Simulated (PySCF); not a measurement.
# Multinuclear NMR of C$_{6}$H$_{10}$N$_{2}$Si

Structure with atom numbers: `[CH3:1][NH:2][SiH2:3][c:4]1[cH:5][cH:6][cH:7][cH:8][n:9]1`. Each H is labelled by its parent atom.

- GIAO PBE0/pcSseg-1 shieldings
- geometry: GFN2-xTB
- run in PySCF
- rapidly exchanging positions averaged, relativity neglected, no solvent, one conformer

Q: Predict the $^{29}$Si NMR data.

A: 
```csv
atoms,environment,σ (ppm),δ (ppm)
Si3,"silicon bonded to C, N, 2 H",386.4,-37.7
```

Shieldings were converted by a linear fit to measured shifts: $^{29}$Si: δ = 279.94 − 0.822σ (rms 8.9 ppm, 72 shifts, 25.8 ppm with the 6 outliers that the fit left out vs TMS, solution or neat liquid). Occasional misses reach two or three times the rms, and more in compound classes unlike the fitted ones.

On a 300 MHz spectrometer $^{29}$Si resonates near 59.6 MHz, so 1 ppm is 59.6 Hz.

Q: Where does $^{15}$N resonate?

A: 
```json
{"atoms": "N9", "environment": "pyridine-type ring nitrogen", "σ (ppm)": "-114.7", "δ (ppm)": "-42.4"}
{"atoms": "N2", "environment": "nitrogen bonded to C, Si, H", "σ (ppm)": "251.4", "δ (ppm)": "-379.7"}
```

Shieldings were converted by a linear fit to measured shifts: $^{15}$N (scatter 6.3 ppm rms vs CH3NO2, solution or neat liquid). A few per cent of atoms miss by over 2 rms, more outside the fitted compound classes.

On a 500 MHz spectrometer $^{15}$N resonates near 50.7 MHz, so 1 ppm is 50.7 Hz.
